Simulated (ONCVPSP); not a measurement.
## Which change was made? (Mo, ONCV)

ONCVPSP 4.0.1 input, shortened (lines: element, Z, core and valence counts, functional; n l f; lmax; l rc ep ncon nbas qcut; lloc lpopt rc5 dvloc0; l nproj debl; icmod fcfact rcfact), PBE, scalar-relativistic:

```
  Mo 42.00    6    3        4      upf
    1    0    2.00
    2    0    2.00
    2    1    6.00
    3    0    2.00
    3    1    6.00
    3    2   10.00
    4    0    2.00
    4    1    6.00
    4    2    6.00
    2
    0    1.80    0.00    4    9    5.50
    1    1.15    0.00    3    6    6.10
    2    1.95    0.00    3    7    8.00
    4    5    1.15    2.00
    0    2    4.00
    1    3    2.70
    2    2    2.10
    0    0.00    0.00
```

Cutoffs, loose and tight: the cutoffs (Ha) at which the residual kinetic energy of the hardest occupied pseudo-wave falls to 1 and 0.1 mHa per electron. They do not see the model core or the augmentation charge, which bear on the density cutoff. Test errors are all-electron minus pseudo excitation energies from the reference, over the configurations 4s2 4p6 4d5 5s1; 4s2 4p6 4d5; 4s2 4p6 4d4; 4s2 4p6 4d5 5p1; variants that change the core or the reference have their own tests. The largest error is taken over the tests solved by every variant that gives reliable tests at all, those not shown here included: 4s2 4p6 4d5; 4s2 4p6 4d5 5p1; 4s2 4p6 4d5 5s1.

The base gives: outcome: generated; cutoff, loose: 71 Ha; cutoff, tight: 117 Ha; bound ghosts: none; GHOST(+) flags above zero: s, p; largest test error (meV): +8.0.

Task: After one change the result is: outcome: generated; cutoff, loose: 92 Ha; cutoff, tight: 160 Ha; bound ghosts: none; GHOST(+) flags above zero: s, p; largest test error (meV): +7.9. Which change was it?
A. fully relativistic
B. local potential polynomial inside 1.15 bohr (lpopt 5, dvloc0 5 Ha)
C. p: nbas 7

Result: C. The others give: fully relativistic → outcome: generated; cutoff, loose: 72 Ha; cutoff, tight: 118 Ha; bound ghosts: p3/2; GHOST(+) flags above zero: s, p1/2; largest test error (meV): +6.2 | local potential polynomial inside 1.15 bohr (lpopt 5, dvloc0 5 Ha) → outcome: generated; cutoff, loose: 71 Ha; cutoff, tight: 117 Ha; bound ghosts: p; GHOST(+) flags above zero: s; largest test error (meV): +6.1.
